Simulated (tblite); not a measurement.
Species: C4H9PSi2.
Numbering: `[CH:1]#[C:2][SiH2:3]/[CH:4]=[CH:5]/[SiH2:6][PH2:7]` (hydrogens: H8 on C1; H9, H10 on Si3; H11 on C4; H12 on C5; H13, H14 on Si6; H15, H16 on P7)

Computed geometry: GFN2-xTB, gas phase.

Task: What internal coordinates does the optimisation give?

Result: 
```tsv
bond	length (pm)	order
C1≡C2	120.2	triple
C2–Si3	185.0	single
Si3–C4	188.6	single
C4=C5	133.0	double
C5–Si6	188.4	single
Si6–P7	224.4	single
C1–H8	105.3	single
Si3–H9, Si3–H10	146.9	single
C4–H11	108.9	single
C5–H12	108.4	single
Si6–H13, Si6–H14	147.0	single
P7–H15, P7–H16	138.3	single
```

Bonds in one row agree within 1 pm and their mean is given. Orders are formal, as drawn. A selection of angles:
```tsv
angle	degrees
C2–C1–H8	179.9
C1–C2–Si3	179.8
C2–Si3–C4	107.8
C2–Si3–H9	108.9
C4–Si3–H9	110.2
H9–Si3–H10	111.4
Si3–C4–C5	126.1
Si3–C4–H11	116.4
C5–C4–H11	117.5
C4–C5–Si6	123.8
C4–C5–H12	118.6
Si6–C5–H12	117.6
C5–Si6–P7	106.0
C5–Si6–H13	111.8
C5–Si6–H14	110.1
P7–Si6–H13	107.2
P7–Si6–H14	113.2
H13–Si6–H14	108.6
Si6–P7–H15	95.3
H15–P7–H16	92.3
```

Torsions: C2–Si3–C4–C5 0° (synperiplanar); Si3–C4–C5–Si6 180° (antiperiplanar); C4–C5–Si6–P7 -1° (synperiplanar). The mirror-image conformer, all signs reversed, is as good.

The 2 C–C bonds span 1.202 Å (C1≡C2, drawn triple) to 1.330 Å (C4=C5, drawn double), a spread of 0.128 Å. The 3 C–Si bonds span 1.850 Å (C2–Si3, drawn single) to 1.886 Å (Si3–C4, drawn single), a spread of 0.036 Å. Si3 (SiH2 silicon) is tetrahedral (angles from 107.8° to 111.4°). Of the pairs four or more bonds apart, P7···H11 is among the closest relative to their van der Waals radii: 2.72 Å, 91 % of the sum of Bondi's values. Si6 (SiH2 silicon) is distorted tetrahedral (angles from 106.0° to 113.2°). The 7 heavy atoms lie in one plane (0.008 Å rms). P7 (three-coordinate phosphorus) is pyramidal (angles 95.3°, 94.9° and 92.3°, sum 282.6°, 0.84 Å off the plane of its three neighbours).

Its GFN2-xTB frequencies are all real (lowest 20 cm⁻¹). One conformer, not necessarily the lowest (C2–Si3–C4–C5 0°, C4–C5–Si6–P7 -1°, C5–Si6–P7–H -77° and -170°).
